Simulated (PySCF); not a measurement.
**Spin states of GeI⁺**

Unrestricted PBE0; Ge cc-pVDZ-PP with ECP10, I cc-pVDZ-PP with ECP28; scalar-relativistic core potentials (PySCF 2.14). Outer shells of the fragments: Ge+ 3d10 4s2 4p1; I 4d10 5s2 5p5.

Followed along the bond (rough minima from three points):

```
2Ms+1  unpaired  ⟨S²⟩ at the start  R at minimum (Å)  Te (eV)
    1      none               0.00              2.42     0.00
    3      π ↑↑               2.01  none in the scan   ≤ 2.56
```

Solutions found at the starting distance of 2.570 Å, counted from the lowest of them; the search is not exhaustive and high or unbound solutions are not listed, so other states can lie among these:

```csv
2Ms+1,unpaired,term,E (eV),⟨S²⟩,⟨Lz²⟩,μ (D)
1,none,¹Σ⁺,0.00,0.00,0.00,-4.90
3,π ↑↑,mixed,2.61,2.01,2.01,-1.22
3,π ↑↑,mixed,2.80,2.01,2.01,-1.35
1,π ↑↓,mixed,2.82,1.01,2.01,-1.38
3,"σ ↑, π ↑",³Π,3.04,2.01,1.01,-3.29
1,"σ ↓, π ↑",mixed,3.30,1.01,1.01,-3.11
```

A term symbol is given only where ⟨S²⟩ and ⟨Lz²⟩ are close to those of a pure state; real π, δ and φ orbitals otherwise mix terms. A positive dipole points towards I; it is taken about the centre of mass and depends on that origin.

Spin–orbit coupling is left out. Counting both spins, an empty level lies below a filled one in some of these solutions, because spin and occupation are held.
